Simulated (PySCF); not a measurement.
MN15 on Ge⁻ (germanium, charge -1), [Ar] 3d10 4s2 4p3, high-spin 4S determinant. Computed with PySCF 2.14 in aug-cc-pVTZ-PP with one added diffuse shell each of s, d, f type with ECP10MDF (7s5p5d3f, 68 functions), with scalar relativity through the core potential.

```
cycle= 1 E= -294.952055708297  delta_E= -0.0339  |g|= 0.148  |ddm|= 0.773
cycle= 2 E= -294.953723472238  delta_E= -0.00167  |g|= 0.118  |ddm|= 0.25
cycle= 3 E= -294.956983521316  delta_E= -0.00326  |g|= 0.00453  |ddm|= 0.123
cycle= 4 E= -294.957002955561  delta_E= -1.94e-05  |g|= 0.00157  |ddm|= 0.0233
cycle= 5 E= -294.957004902661  delta_E= -1.95e-06  |g|= 9.82e-05  |ddm|= 0.00571
cycle= 6 E= -294.957004918703  delta_E= -1.6e-08  |g|= 7.6e-06  |ddm|= 0.00126
cycle= 7 E= -294.957004918836  delta_E= -1.33e-10  |g|= 1.5e-06  |ddm|= 6.68e-05
converged SCF energy = -294.957004918836  <S^2> = 3.7519124  2S+1 = 4.0009561
```

Highest occupied orbital energy: 0.042 eV; ⟨L²⟩ = 0.00; populations by l: s 4.00, p 9.00, d 10.00, f 0.00.

(1) Can this result be used?

Results:

(1) With care. The calculation finished and met its thresholds. Energies and moments cover only the electrons outside the core potential. At MN15 the highest occupied level has a positive energy, so only the finite basis holds that electron; in a semilocal or global hybrid functional this comes from self-interaction and does not mean that the real anion is unbound.
